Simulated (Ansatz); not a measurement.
`C[CH2][AlH][SeH]`, relaxed with RKS PBE-D4/def2-SVP in the Gaussian-basis code of Ansatz from a rough embedded geometry. The force threshold is 0.03 eV/Å; the program also tests the step.

Charge 0, multiplicity 1.

Start:

```xyz
11

C    -1.425   -0.154   -0.509
C    -0.016   -0.152   -0.912
Al    1.140   -0.404    0.687
Se    1.117    1.070    2.516
H    -1.777   -1.089   -0.031
H    -2.124    0.019   -1.427
H    -1.671    0.676    0.195
H     0.160   -1.023   -1.620
H     0.257    0.788   -1.433
H     2.132   -1.709    0.731
H     2.206    1.975    1.804
```

(1) By how much does the energy fall, and how many steps does the optimiser take? (Estimate.)

(2) Which bonds change most? (An estimate is asked.)

(3) Give the relaxed structure. (Estimate.)

Answers

(1) Ansatz gave: 14.29 kcal/mol, in 31 steps, 2 of them rejected.

(2) The calculation gave: Se4–H11 from 1.585 to 1.487 Å; C1–C2 from 1.466 to 1.535 Å; C1–H6 from 1.166 to 1.111 Å; Al3–H10 from 1.640 to 1.598 Å.

(3) The calculation gave: 
```xyz
11

C    -1.236    0.328   -0.490
C     0.038   -0.450   -0.850
Al    1.497   -0.493    0.479
Se    1.320    0.678    2.494
H    -1.726   -0.080    0.420
H    -1.991    0.299   -1.304
H    -1.023    1.400   -0.287
H    -0.201   -1.514   -1.087
H     0.489   -0.056   -1.791
H     2.865   -1.293    0.277
H    -0.033    1.181    2.138
```
